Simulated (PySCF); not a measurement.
**EPR parameters of C5H4F3O2**

Species: C5H4F3O2 (doublet state).
Z-matrix (Å and degrees, GFN2-xTB geometry), rows numbered from 1:
```
O 
C   1  1.2027
C   2  1.5045  1  124.15
C   3  1.5536  2  111.46  1   -83.05
C   4  1.4847  3   82.82  2  -119.50
O   5  1.3782  4   95.22  3     1.52
C   2  1.5528  1  120.98  3  -173.86
F   7  1.3447  2  111.19  1   117.74
F   7  1.3359  2  112.09  1  -122.13
F   7  1.3314  2  111.42  1    -1.60
H   3  1.0942  2  110.21  1    46.34
H   4  1.0941  3  116.18  2    -3.79
H   4  1.0884  3  113.81  2   123.93
H   5  1.0718  4  133.47  3   144.63
```

The hyperfine couplings belong to this conformer and change with its torsions.

As a line formula: `FC(F)(F)C(=O)[C@H]1O[CH]C1` [radical].

Computed with PySCF, UKS B3LYP, pcH-1 on C F H O, non-relativistic, mean-field spin-orbit, GIAO. The structure is a single GFN2-xTB conformer in the gas phase; no vibrational or solvent corrections. The geometry wasn't refined by DFT: couplings that depend on bond lengths, twists or pyramidal angles can differ widely from those at the functional's own minimum. The SCF solution wasn't tested for stability.

```json
{
  "g1, g2, g3": "2.00216, 2.00350, 2.00462",
  "g_iso": "2.00343",
  "Form of g": "rhombic: the two nearest values differ by 46 % of g3 − g1",
  "⟨S²⟩": "0.7535 (exact 0.7500)",
  "Basis functions": "290"
}
```

Hyperfine couplings atom by atom, in G; T1 to T3 are the principal values of the dipolar part; ρ(0) is the spin density at the nucleus (MHz turned into gauss with g_iso; 10 G = 1 mT):

```csv
atom,isotope,a_iso,T1,T2,T3,Mulliken spin population,ρ(0) (bohr⁻³)
O1,17O,0.0,-0.5,0.1,0.4,0.00,0.0002
C2,13C,4.1,-0.4,-0.2,0.6,0.00,0.0102
C3,13C,0.6,-0.6,-0.5,1.1,-0.01,0.0014
C4,13C,-7.7,-1.0,-0.2,1.3,-0.06,-0.0192
C5,13C,60.8,-27.6,-27.1,54.7,0.89,0.1517
O6,17O,-9.8,-24.1,11.5,12.5,0.13,0.0454
C7,13C,-0.1,-0.2,-0.2,0.3,0.00,-0.0003
F8,19F,-0.1,-1.1,-0.4,1.5,0.00,-0.0001
F9,19F,1.1,-1.0,-0.9,1.9,0.00,0.0007
F10,19F,-0.3,-0.2,-0.2,0.4,0.00,-0.0002
H11,1H,0.6,-1.3,-1.0,2.3,0.00,0.0004
H12,1H,28.5,-1.6,-1.1,2.6,0.04,0.0179
H13,1H,29.8,-1.8,-1.6,3.5,0.03,0.0187
H14,1H,-8.6,-12.6,-0.7,13.2,-0.02,-0.0054
```

The Mulliken spin populations are largest on C5 (+0.89), O6 (+0.13) and C4 (-0.06). No atom but C5 exceeds +0.15. The angles at C5 add up to 349.7°, so it is slightly pyramidal.

Under fast tumbling the dipolar parts average out, and these isotropic splittings remain: 1 × 1H (H13, I = 1/2, 2 lines) with 2.98 mT, 1 × 1H (H12, I = 1/2, 2 lines) with 2.85 mT, 1 × 1H (H14, I = 1/2, 2 lines) with 0.86 mT and 1 × 1H (H11, I = 1/2, 2 lines) with 0.06 mT.

The 13C coupling of C5 (170.5 MHz) shows only in satellite lines or after enrichment, since that isotope makes up about 1.07 % of natural carbon.

The 17O coupling of O6 (-27.5 MHz) shows only in satellite lines or after enrichment, since that isotope makes up about 0.038 % of natural oxygen.

The spin density at the nucleus, in bohr⁻³, is negative for C4 (-0.0192) and H14 (-0.0054), for instance. A restricted open-shell determinant has no negative spin density anywhere; here it arises because α and β orbitals differ (spin polarisation).
